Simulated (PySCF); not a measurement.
InClBr2, SMILES [Br][In]([Cl])[Br].

Geometry: B3LYP-D3(BJ)/def2-SVP. The structure was generated by enumeration; whether it is a known compound was not checked. The def2 effective core potentials stand for the cores of In; spin–orbit coupling is left out.

Two levels are set side by side: PBE/def2-TZVP (PySCF) and r2SCAN/def2-TZVP (PySCF). Same geometry, gas phase. Differences are taken from unrounded values.

```
quantity                     r2SCAN
---------------------------  ------
orbital gap (eV)               3.95
highest occupied level (eV)   -7.90
lowest empty level (eV)       -3.95
dipole moment (D)              0.47
mean polarisability (bohr³)    90.7
```

Task: What does PBE give, and how far is it from r2SCAN? (The exact figures need the calculation; the answer reports its results.)

Result: 
```json
[
 {"quantity": "orbital gap (eV)", "PBE": "3.46", "PBE minus r2SCAN": "-0.49"},
 {"quantity": "highest occupied level (eV)", "PBE": "-7.54", "PBE minus r2SCAN": "0.35"},
 {"quantity": "lowest empty level (eV)", "PBE": "-4.08", "PBE minus r2SCAN": "-0.13"},
 {"quantity": "dipole moment (D)", "PBE": "0.47", "PBE minus r2SCAN": "0.00"},
 {"quantity": "mean polarisability (bohr³)", "PBE": "93.9", "PBE minus r2SCAN": "3.2"}
]
```

Rough cost on one machine, each run with all the roots and properties that it gave: r2SCAN against PBE about 2 times.
